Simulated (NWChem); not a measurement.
System meant: SnNH$_{4}$O$_{2}$Cl; SMILES [NH2][Sn]([OH])([OH])[Cl]

Here is an NWChem input.

```
start job
memory heap 200 mb stack 900 mb global 1100 mb
geometry units angstroms noautoz
  N      1.927089     0.949114    -0.016426
  Sn     0.013277     0.323299     0.018228
  O     -1.014914     0.939848     1.578550
  O     -1.006705     1.016720    -1.511576
  Cl     0.075215    -2.021614     0.052710
  H      2.538646     0.236350    -0.412437
  H      2.037153     1.801686    -0.564408
  H     -0.664864     0.589901     2.406922
  H     -1.955343     1.020566    -1.331339
end
basis spherical
  * library def2-svp
end
ecp
  Sn library def2-ecp
end
dft
  xc xpbe96 cpbe96
  iterations 4
  mulliken
end
task dft energy
```

End of the output:

```
    Atom       Charge   Shell Charges
 -----------   ------   -------------------------------------------------------
    1 N    7     7.21   1.97  0.75  0.48  2.16  1.83  0.02
    2 Sn  22    21.48   1.17  0.76  0.72  0.33  3.01  2.84  1.23  0.72  9.48  1.22
    3 O    8     8.26   1.97  0.91  0.64  2.66  2.06  0.01
    4 O    8     8.26   1.97  0.91  0.64  2.66  2.06  0.01
    5 Cl  17    17.11   2.00  1.96  1.07  0.81  5.82  2.27  3.18  0.01
    6 H    1     0.93   0.59  0.21  0.13
    7 H    1     0.93   0.59  0.21  0.13
    8 H    1     0.92   0.56  0.17  0.19
    9 H    1     0.91   0.56  0.17  0.19

 center of mass
 --------------
 x =  -0.01695503 y =  -0.00802413 z =  -0.00478428

 moments of inertia (a.u.)
 ------------------
        1023.726720695829           0.000000000000          -0.000000000000
           0.000000000000         654.930238879596           0.000000000000
          -0.000000000000           0.000000000000        1081.426879575107

     Multipole analysis of the density
     ---------------------------------

     L   x y z        total         alpha         beta         nuclear
     -   - - -        -----         -----         ----         -------
     0   0 0 0      0.000000    -33.000000    -33.000000     66.000000

     1   1 0 0      0.415112      0.728211      0.728211     -1.041311
     1   0 1 0      0.384362      6.543524      6.543524    -12.702685
     1   0 0 1      0.209234      0.326873      0.326873     -0.444512

     2   2 0 0    -36.474513   -120.796734   -120.796734    205.118955
     2   1 1 0      0.617337     -0.104130     -0.104130      0.825596
     2   1 0 1     -0.261908     -0.315950     -0.315950      0.369992
     2   0 2 0    -43.541150   -198.991302   -198.991302    354.441454
     2   0 1 1     -1.126756      0.638066      0.638066     -2.402887
     2   0 0 2    -40.362277   -101.689339   -101.689339    163.016401

 ------------------------------------------------------------------------
 dft energy failed                                                                                  0
 ------------------------------------------------------------------------
 ------------------------------------------------------------------------
  current input line :
    25: task dft energy
 ------------------------------------------------------------------------
 ------------------------------------------------------------------------
 This type of error is most commonly associated with calculations not reaching convergence criteria
 ------------------------------------------------------------------------
 For more information see the NWChem manual at https://nwchemgit.github.io

0:dft energy failed:Received an Error in Communication
```

### Question
Can this run be used? If not, why, and what is the fix?

### Answer
The run did not converge; its last values are not results. Cause: the SCF was allowed too few iterations. This input runs:
```
start job
memory heap 200 mb stack 900 mb global 1100 mb
geometry units angstroms noautoz
  N      1.927089     0.949114    -0.016426
  Sn     0.013277     0.323299     0.018228
  O     -1.014914     0.939848     1.578550
  O     -1.006705     1.016720    -1.511576
  Cl     0.075215    -2.021614     0.052710
  H      2.538646     0.236350    -0.412437
  H      2.037153     1.801686    -0.564408
  H     -0.664864     0.589901     2.406922
  H     -1.955343     1.020566    -1.331339
end
basis spherical
  * library def2-svp
end
ecp
  Sn library def2-ecp
end
dft
  xc xpbe96 cpbe96
  iterations 150
  mulliken
end
task dft energy
```
It converges to -881.45379 Ha (PBE/def2-SVP with def2 effective core potentials on Sn).
